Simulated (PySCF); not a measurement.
# Two-dimensional NMR puzzle

Compound of formula C4H8P2Si2. Correlations simulated from computed shifts and the bond graph:

HSQC (one-bond C–H):
| δH | δC |
| --- | --- |
| 10.17 | 172.3 |

HMBC (two and three bonds, from the bond graph):
| δH | δC |
| --- | --- |
| 10.17 | 173.8 |
| 4.87 | 173.8, 172.3 |

Carbons without hydrogens: δ 173.8.

- geometry: GFN2-xTB
- PBE0/pcSseg-1 with gauge-including orbitals
- run in PySCF
- non-relativistic, no solvent model, one computed conformer, rapidly exchanging positions averaged

Chemical shifts δ = σref − σ; ¹H (31.72 ppm), ¹³C (186.93 ppm) vs TMS, all at this level.

Exchangeable hydrogens are left out of these lists.

Task: Which molecule is this?

Result: `[SiH3]c1cpc([SiH3])cp1`.

Mapped SMILES: `[SiH3:1][c:2]1[cH:3][p:4][c:5]([SiH3:6])[cH:7][p:8]1`. Hydrogens are named by the atom that carries them.

δC 173.8 is C2/C5, a substituted aromatic carbon. δC 172.3 is C3/C7, an aromatic CH (δH 10.17). HMBC from δH 10.17 reaches the proton-free carbon C2/C5. HMBC from δH 4.87 reaches the proton-free carbon C2/C5.

This is the structure that produced the data.

Shifts are as computed. Against solution values, carbons near 30 ppm lie about +3 ppm off and those near 130 ppm about +5 ppm. Of 1211 compounds with measured shifts, 218 miss one by over three times the rms of a fit or turn the order of signals round; such compounds aren't used in these exercises.
